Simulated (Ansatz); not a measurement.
System: C2H9P2Si, charge 0, multiplicity 2. It need not be the lowest isomer of its formula. SMILES: [Si]([PH])(C)(C)P
Structure (B3LYP-D3(BJ)/def2-TZVP (Ansatz, a program for electronic structure) minimum search):
```
Si
C 1 1.8777
H 2 1.0914 1 111.21
H 2 1.0920 3 108.12 1 -121.82
H 2 1.0921 3 107.90 4 -116.74
C 1 1.8793 2 110.89 3 -179.29
H 6 1.0909 1 111.22 2 177.71
H 6 1.0918 7 108.03 1 -121.56
H 6 1.0925 7 108.26 8 -116.98
P 1 2.2500 2 109.49 3 55.25
H 10 1.4243 1 91.99 2 169.61
P 1 2.2812 2 107.14 3 -62.50
H 12 1.4183 1 95.46 2 72.59
H 12 1.4184 13 94.07 1 -95.95
```
Charge 0, spin multiplicity 2.

Atomisation energy built up term by term with Ansatz (kcal/mol; UHF references for open shells; valence terms freeze the core; atomic spin-orbit terms are left out). CBS marks a two-point X^-3 extrapolation of the correlation energy; Hartree-Fock from the larger set.

```csv
term,basis,kcal/mol
Hartree-Fock,cc-pV(Q+d)Z,823.61
CCSD correlation,"CBS(cc-pV(T+d)Z,cc-pV(Q+d)Z)",275.88
(T),"CBS(cc-pV(T+d)Z,cc-pV(Q+d)Z)",15.80
core correlation,cc-pwCVTZ,3.20
scalar relativity (X2C),cc-pVTZ-DK against cc-pVTZ,-1.74
sum: De,,1116.8
```

(T) makes 1.4 % of the CCSD(T) atomisation energy; under 5 % is typical of single-reference molecules.
